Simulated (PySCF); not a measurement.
This script is equivalent to a calculation on Cr (chromium, neutral).

```python
from pyscf import gto, scf, dft, mp, cc
import basis_set_exchange as bse
mol = gto.M(atom="Cr 0 0 0", charge=0, spin=6, symmetry="D2h",
            basis=gto.basis.parse(bse.get_basis("cc-pVTZ-DK", elements=["Cr"], fmt="nwchem", header=False)),
            nucmod="G")
mf = scf.UHF(mol).sfx2c1e()
mf.irrep_nelec = {'Ag': (6, 3), 'B1g': (1, 0), 'B2g': (1, 0), 'B3g': (1, 0), 'B1u': (2, 2), 'B2u': (2, 2), 'B3u': (2, 2)}
mf.kernel()
```

What total energy does it give?

-1049.65430 hartree (calculated).

Which occupied shell lies highest, and where?

4s α, at -6.158 eV.

What is ⟨S²⟩, and what would a pure spin state give?

12.000, against 12.00.
